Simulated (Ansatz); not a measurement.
C3H6SSi can be A, `CC#CS[SiH3]`, or B, `C=C1C[SiH2]S1`.

Isolated molecules relaxed with PBE0-D4/def2-TZVP in Ansatz; ΔE leaves out vibrations. CCSD(T)/CBS adds triple-zeta CCSD(T) − MP2 to the extrapolated MP2 energy (def2 sets, frozen cores). Functionals use def2-TZVPP. B3LYP here is the variant with VWN-RPA as its local correlation; programs differ in this.

Task: Which is lower in electronic energy at CCSD(T)/CBS, and by how much? (Estimate.)

Result: Ansatz gave: B, by 25.2 kcal/mol.

Task: Give E(B) − E(A) in kcal/mol with ωB97M-V, B3LYP, r2SCAN-D4, CCSD(T)/def2-TZVPP, PBE-D4, PBE0-D4, HF/def2-TZVPP. (Best estimate.)

Result: The calculation gave: ωB97M-V -26.2, B3LYP -21.0, r2SCAN-D4 -26.2, CCSD(T)/def2-TZVPP -24.5, PBE-D4 -26.9, PBE0-D4 -28.3, HF/def2-TZVPP -18.7. None reverses the order clearly.

Largest T1 diagnostic: 0.012.

The D4 term adds −2.0 kcal/mol with B3LYP and −1.0 kcal/mol with PBE0; it sums over pairs of atoms, weighted by their polarisabilities, and B3LYP, whose exchange is more repulsive, gets the larger term. In def2-TZVPP, CCSD(T) changes the Hartree–Fock value by −5.8 kcal/mol (the triples alone add −0.6 kcal/mol) and MP2 by −5.0 kcal/mol.
